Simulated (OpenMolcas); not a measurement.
Pd4+: moving or changing the point charges

Pd4+ among 6 point charges of -1.7 e arranged as a trigonal prism (D3h), 1.96 Å from the ion, with a polar angle of 53.0° against the regular 49.1°.

```
Program             : OpenMolcas
Method              : CASSCF
Basis               : ANO-RCC-VDZP [6s5p3d1f]
Scalar Hamiltonian  : DKH2, point nucleus
Active space        : 6 electrons in 5 orbitals (4d)
State averaging     : 2S+1 = 5 even, 5 roots; 2S+1 = 3 even, 45 roots; 2S+1 = 1 even, 50 roots
Spin-orbit coupling : RASSI with atomic mean-field integrals over the reference wave functions
```

Runs around this geometry, states (labels of D3, the rotations of D3h). Energies in cm-1 above the lowest state or level, χT in cm3 K/mol.

| R (Å) | q (e) | Polar angle / regular | Ground state | First state of that spin | First gap with spin-orbit (degeneracies) | χT at 300 K | First state of another spin |
| --- | --- | --- | --- | --- | --- | --- | --- |
| 1.96 | -0.85 | 1.08 | 5A1 | 5E 35.3 | 560.9 (2, 2) | 5.236 | 3A2 20523 |
| 1.88 | -1.7 | 1.08 | 5A1 | 5E 79.9 | 799.4 (2, 1) | 5.025 | 3A2 18882 |
| 1.96 | -1.7 | 1.08 | 5E | 5A1 49.7 | 763.3 (2, 1) | 5.059 | 3A2 19418 |
| 2.18 | -1.7 | 1.08 | 5E | 5A1 249.0 | 648.6 (2, 1) | 5.157 | 3A2 20424 |
| 1.96 | -1.7 | 1.17 | 5A1 | 5E 4481 | 123.7 (1, 2) | 4.183 | 3A2 22012 |

The ground state changes within this set.

Without dynamic correlation the repulsion within the d shell is too large (B by tens of per cent), so at a given field states of lower spin stand too high. Point charges give a weaker field than real ligands, and real ions of this kind are as a rule low spin; the high spin found here belongs to the model. The ground term spreads over less than 5000 cm-1, several times less than with real ligands, so orbital moments are less quenched and χT lies further from the spin-only value than at real sites. An orbital doublet at a regular site is open to a Jahn-Teller distortion, which this geometry leaves out (holds for R = 1.96, q = -1.7, ratio = 1.08; R = 2.18, q = -1.7, ratio = 1.08). Point charges carry no covalency, so the field is a model and not that of real ligands. No measured value stands beside these numbers.
